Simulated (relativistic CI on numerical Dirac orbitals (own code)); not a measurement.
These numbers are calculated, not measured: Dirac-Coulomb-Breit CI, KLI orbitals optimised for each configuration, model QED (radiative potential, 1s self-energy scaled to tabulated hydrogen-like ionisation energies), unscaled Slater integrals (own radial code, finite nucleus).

The strongest absorption lines from the ground level of an ion, among the configurations computed and to levels below about 3660 eV (vacuum wavelength in nm, gf): 0.34382 (0.11), 0.36271 (0.32), 0.37409 (0.54), 0.44152 (0.32), 0.44623 (0.11), 0.46313 (1.7), 0.48053 (1.9), 0.52096 (0.14).

Question: Which ion is it?
A. Mo³⁰⁺
B. Rh³⁵⁺
C. Mo³⁴⁺
D. Mo³²⁺

Answer: D. Mo³²⁺ has 10 electrons and the ground level 2s2 2p6 1S_0; the strongest line goes to 2s2 2p5 3d 1P°_1. The pattern of lines fixes the number of electrons, and along that sequence the line energies rise steadily with the charge (about as its square where n changes within one kind of shell, about linearly where n is kept but much faster in heavy ions where fine structure, which grows about as Z⁴, sets the gap, and irregularly where shells cross), which fixes Z. Configurations outside the model, such as inner-shell arrays, can give stronger lines. At this charge energies of transitions that change n are usually good to better than 1 %, and those within a shell (Δn = 0) to a few per cent.

LS names give the leading component of a level, which can be under half, so a name can repeat, a term be missing and a line seem to break the LS rules.
